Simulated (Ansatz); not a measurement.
`CBN` and `N[BH][GeH3]` differ in one element.

Ansatz, PBE0-D4/def2-TZVP geometries, multiplicity 1. Each molecule was computed in one conformer, which needn't be the lowest.

Scalar relativity is left out up to krypton.

```csv
property,`CBN`
"ideal-gas entropy at 298 K and 1 bar (rigid rotor, harmonic PBE0-D4/def2-TZVP) / J/(mol·K)",274
LUMO energy (PBE0/def2-TZVPP) / eV,0.82
zero-point energy (PBE0-D4/def2-TZVP) / kJ/mol,201.4
HOMO energy (B3LYP/def2-TZVPP) / eV,-8.08
HOMO energy (PBE/def2-TZVPP) / eV,-6.95
HOMO–LUMO gap (ωB97M-V/def2-TZVPP) / eV,13.02
```

(1) What does the change do to each property? (Estimate.)

## Answers

(1) Ansatz gave: 
```csv
property,`N[BH][GeH3]`,shift
"ideal-gas entropy at 298 K and 1 bar (rigid rotor, harmonic PBE0-D4/def2-TZVP) / J/(mol·K)",308,34
LUMO energy (PBE0/def2-TZVPP) / eV,-0.44,-1.26
zero-point energy (PBE0-D4/def2-TZVP) / kJ/mol,166.4,-35.0
HOMO energy (B3LYP/def2-TZVPP) / eV,-7.62,0.46
HOMO energy (PBE/def2-TZVPP) / eV,-6.61,0.34
HOMO–LUMO gap (ωB97M-V/def2-TZVPP) / eV,11.45,-1.57
```

With PBE0 the HOMO rises by 0.51 eV and the LUMO falls by 1.26 eV, so the gap narrows by about 1.77 eV. PBE moves the HOMO by 0.34 eV and ωB97M-V by 0.77 eV.

B3LYP here is the variant with VWN-RPA as its local correlation; programs differ in this.
